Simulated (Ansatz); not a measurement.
The same path of BH5N2 + H2O (11 atoms, charge 0, multiplicity 1) was run twice with different band settings. Lost on the way: B1–N2, O9–H11. Made: B1–O9, N2–H11.

All numbers below come from Ansatz 0.2.0, RKS r2SCAN-D4/def2-SVP.

Relaxed end points:

```xyz
11
Properties=species:S:1:pos:R:3
B 0.096 -0.287 0.125
N 0.072 -0.293 1.553
H -0.764 -0.565 2.056
H 0.912 -0.386 2.115
N 1.289 -0.221 -0.616
H 2.207 -0.118 -0.202
H 1.285 -0.098 -1.619
H -0.964 -0.331 -0.461
O -0.345 2.633 0.971
H -1.163 2.518 0.472
H -0.220 1.747 1.355
```

```xyz
11
Properties=species:S:1:pos:R:3
B -0.065 0.607 -0.620
N -0.249 -0.024 2.336
H -0.124 -0.450 3.257
H 0.536 -0.352 1.769
N 1.243 0.094 -0.715
H 1.451 -0.801 -1.134
H 2.059 0.642 -0.468
H -1.000 -0.060 -1.005
O -0.228 1.873 -0.113
H -1.159 2.097 -0.023
H -0.059 0.972 2.463
```

Common settings: movable images 5; climbing image yes; spring 5.0 eV/Å²; optimiser quadratic models (default); start path through a guess of the saddle point; iteration limit 60; end points relaxed.

| run | force threshold |
| --- | --- |
| 1 | 0.05 eV/Å |
| 2 | 0.5 eV/Å |

**Question.** What does each run give, and how far can it be trusted?

**Answer.** Run 1: converged after 20 iterations, highest image 0.924 eV above the first end. A vibrational analysis at the climbing image gives one clearly imaginary mode, 1033i cm⁻¹: a first-order saddle point.
Run 2: converged after 8 iterations, highest image 0.716 eV above the first end. The threshold of 0.5 eV/Å is loose, so the images may lie well off the minimum-energy path. The order of the stationary point at the top wasn't checked.
The orbitals stay closed-shell, which can raise the energy where a bond breaks towards radicals; this wasn't checked here.
